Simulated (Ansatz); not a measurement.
Consider the redistribution: `N[Si](O)(F)Cl` + `BB(F)OC` → `B[Si](O)(F)Cl` + `COB(N)F`.

Isolated molecules relaxed with PBE0-D4/def2-TZVP in Ansatz; ΔE leaves out vibrations. CCSD(T)/CBS is the MP2 limit (def2-TZVPP, def2-QZVPP) plus CCSD(T) − MP2 in def2-TZVPP, frozen cores. This one scheme is used for every species. Functionals use def2-TZVPP. One conformer a species, not always the lowest.

```tsv
level	ΔE (kcal/mol)
PBE0-D4	-9.3
ωB97X-V	-8.2
HF/def2-TZVPP	-9.2
MP2/def2-TZVPP	-7.6
CCSD/def2-TZVPP	-8.2
MP2/def2-QZVPP	-7.4
SCS-MP2/def2-QZVPP	-7.6
MP2/CBS(def2)	-7.4
```

(1) What does CCSD(T)/CBS give? (An estimate is asked.)

Largest T1 diagnostic among the species: 0.013.

Results:

(1) Computed: -7.7 kcal/mol. The listed levels differ from it by -1.6, -0.5, -1.5, 0.1, -0.5, 0.3, 0.1, 0.3 kcal/mol.

In def2-TZVPP, CCSD(T) changes the Hartree–Fock value by +1.2 kcal/mol (the triples alone add +0.2 kcal/mol) and MP2 by +1.6 kcal/mol.
